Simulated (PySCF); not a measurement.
# Electron correlation in Bi (bismuth, neutral)

[Xe] 4f14 5d10 6s2 6p2 7s1, high-spin 4P determinant (an excited configuration). Computed with PySCF 2.14 in aug-cc-pVQZ-PP with ECP60MDF (7s7p5d3f2g, 92 functions), with scalar relativity through the core potential. Frozen: 5s2 5p6 5d10; 5 electrons correlated.

```json
{"level": "CCSD", "correlation energy (mhartree)": "-60.78"}
{"level": "(T)", "correlation energy (mhartree)": "-1.90"}
{"level": "CCSD(T)", "correlation energy (mhartree)": "-62.68"}
```

Diagnostics: T1 = 0.014, D1 = 0.0417, largest double amplitude 0.064.

Spin-orbit coupling is strong in this species (close to jj coupling), so the high-spin LS determinant is a model state, not a physical level. The outer electron is Rydberg-like, and this basis confines it to a smaller radius and binds it less than a complete one would.

Cost of the coupled-cluster step: roughly 19 core-seconds, for 5 correlated electrons.

Iterations:

```
CC2 = 0
CCSD nocc = (np.int64(4), np.int64(1)), nmo = (83, 83)
frozen orbitals [[0, 1, 2, 3, 4, 5, 6, 7, 8], [0, 1, 2, 3, 4, 5, 6, 7, 8]]
max_cycle = 100
direct = 0
conv_tol = 1e-08
conv_tol_normt = 1e-06
diis_space = 8
diis_start_cycle = 0
Init t2, MP2 energy = -0.0508294393259746
Init E_corr(UCCSD) = -0.0508294393293432
cycle = 1  E_corr(UCCSD) = -0.0580959773328503  dE = -0.007266538  norm(t1,t2) = 0.0415886
cycle = 2  E_corr(UCCSD) = -0.05986352049701  dE = -0.00176754316  norm(t1,t2) = 0.0158994
cycle = 3  E_corr(UCCSD) = -0.0608185476651845  dE = -0.000955027168  norm(t1,t2) = 0.00753266
cycle = 4  E_corr(UCCSD) = -0.0607568690186715  dE = 6.16786465e-05  norm(t1,t2) = 0.00219211
cycle = 5  E_corr(UCCSD) = -0.0607768658821011  dE = -1.99968634e-05  norm(t1,t2) = 0.00129641
cycle = 6  E_corr(UCCSD) = -0.0607759595148255  dE = 9.06367276e-07  norm(t1,t2) = 0.000377803
cycle = 7  E_corr(UCCSD) = -0.0607784276399194  dE = -2.46812509e-06  norm(t1,t2) = 9.32149e-05
cycle = 8  E_corr(UCCSD) = -0.0607785813559926  dE = -1.53716073e-07  norm(t1,t2) = 3.984e-05
cycle = 9  E_corr(UCCSD) = -0.0607782978817825  dE = 2.8347421e-07  norm(t1,t2) = 1.7607e-05
cycle = 10  E_corr(UCCSD) = -0.0607783554161796  dE = -5.75343971e-08  norm(t1,t2) = 7.66271e-06
cycle = 11  E_corr(UCCSD) = -0.0607783772126541  dE = -2.17964745e-08  norm(t1,t2) = 3.28599e-06
cycle = 12  E_corr(UCCSD) = -0.0607783536930304  dE = 2.35196237e-08  norm(t1,t2) = 1.14609e-06
cycle = 13  E_corr(UCCSD) = -0.0607783553154316  dE = -1.62240117e-09  norm(t1,t2) = 4.34076e-07
UCCSD converged
E(UCCSD) = -213.4662267471623  E_corr = -0.0607783553154316
UCCSD(T) correction = -0.00190087732950976
```

Spin-orbit coupling is strong in this species, so the high-spin LS determinant is a model state.
